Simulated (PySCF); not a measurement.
Electron correlation in Kr⁺ (krypton, charge +1)

[Ar] 3d10 4s1 4p5 4d1, one real determinant (an excited configuration). Computed with PySCF 2.14 in dyall-av2z (16s12p8d, 92 functions), with the non-relativistic Hamiltonian (point nucleus). Frozen: [Ar] 3d10; 7 electrons correlated; the 34 highest virtual orbitals of each spin left out.

MP2 pair energies summed by pair of shells (mhartree):

```csv
pair,energy,share (%)
4p-4p,-107.75,86.2
4s-4p,-9.63,7.7
4p-4d,-6.97,5.6
4s-4d,-0.67,0.5
```

Total MP2 correlation energy: -125.01 mhartree.

Same-spin part -23.13 and opposite-spin part -101.87 mhartree; SCS-MP2 scales them by 1/3 and 6/5 to -129.96 mhartree.

The reference is one real determinant that mixes LS terms of this configuration.
